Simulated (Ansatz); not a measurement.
`C#[C][SnH2][C]#C`. Total charge 0; spin multiplicity 1. Correlated methods include outer-core shells of Sn, which these sets cover unevenly. Sn: def2 effective core potential.

Cartesian coordinates in Å:
```
C -0.109 0.016 -2.797
C -0.277 0.293 -1.635
Sn -0.590 0.799 0.354
C 0.471 -0.552 1.520
C 1.079 -1.328 2.216
H 0.043 -0.234 -3.822
H 0.011 2.363 0.630
H -2.245 0.659 0.709
H 1.618 -2.016 2.825
```

Question: Give the diagnostics of a CCSD(T)/def2-TZVPP run (frozen core, Ansatz). (An estimate is asked.)

Answer: Ansatz gave: T1 = 0.0140, largest single amplitude 0.017, largest double 0.040, (T) share of the correlation energy 4.5 %, 9 CCSD cycles. The RHF solution is stable towards an unrestricted one. T1 lies under the customary mark of 0.02 for closed shells.
